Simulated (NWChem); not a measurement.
# Total energies of HBF

```
B
F 1 1.3010
H 1 1.2176 2 121.41
```
Charge 0, spin multiplicity 2.

The numbers come from NWChem runs, not from measurements. All single points use one geometry, from UPBE0/def2-SVP, a minimum by its harmonic frequencies.

Basis set: cc-pVDZ (33 functions).

```json
[
 {"method": "UHF", "total energy (Ha)": "-124.68408"},
 {"method": "UMP2", "total energy (Ha)": "-124.93513"},
 {"method": "UB2PLYP", "total energy (Ha)": "-125.14937"},
 {"method": "UPBE", "total energy (Ha)": "-125.10997"},
 {"method": "UB3LYP", "total energy (Ha)": "-125.25594"},
 {"method": "UTPSS", "total energy (Ha)": "-125.26966"}
]
```

Total energies of different functionals aren't comparable as a measure of quality: only differences taken within one method are. 

The correlated methods keep 2 core orbitals frozen. B3LYP has NWChem's definition, with VWN1-RPA local correlation. The structure started from a generated list of species. The unpaired electrons of the parent sit in orbitals of symmetry a' (Cs labels of the run); other states weren't searched. No SCF solution was tested for a lower state. Open-shell Hartree-Fock references start from PBE0 orbitals.
